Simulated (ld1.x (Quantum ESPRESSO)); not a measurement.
## Reading a pseudo-wave (Zn)

Columns: radius, all-electron u(r) and pseudo u(r) of the 3s shell (level -149.60 eV) of zinc in the configuration [Ne] 3s2 3p6 3d10 4s0 4p0; LDA (PZ), scalar-relativistic, ultrasoft scheme, ld1.x (Quantum ESPRESSO) 7.5.

```
r (bohr)  all-electron  pseudo
   0.068       -0.0392  0.3389
   0.135       -0.6902  0.6543
   0.202       -0.5764  0.9346
   0.270       -0.0609  1.1692
   0.338        0.4972  1.3441
   0.405        0.9265  1.4536
   0.473        1.2001  1.5017
   0.540        1.3271  1.4922
   0.608        1.3476  1.4343
   0.675        1.2963  1.3412
   0.742        1.2027  1.2249
   0.810        1.0858  1.0952
   0.878        0.9615  0.9642
   0.945        0.8408  0.8411
   1.013        0.7256  0.7256
   1.080        0.6221  0.6221
   1.148        0.5283  0.5283
   1.215        0.4472  0.4472
   1.283        0.3757  0.3757
   1.350        0.3152  0.3152
   1.418        0.2628  0.2628
   1.485        0.2192  0.2192
   1.553        0.1817  0.1817
   1.620        0.1508  0.1508
   1.688        0.1244  0.1244
   1.755        0.1029  0.1029
```

Q: How many radial nodes do the two functions have?

A: The all-electron 3s function has n − l − 1 = 2 (the table is too coarse to show those close to the nucleus); the pseudo-wave has 0, since the states of the same l below it are removed with the core.

Q: At about which radius was the pseudo-wave matched?

A: 1.00 bohr, where the columns begin to agree (steps of 0.07 bohr).

Q: Where does each function peak?

A: Outermost all-electron maximum near 0.61 bohr, pseudo maximum near 0.47 bohr (to the table’s step).

Q: Is the pseudo-wave norm-conserving?

A: No, it belongs to an ultrasoft set: the norm inside the radius is not constrained, and the difference is carried by the augmentation charge.
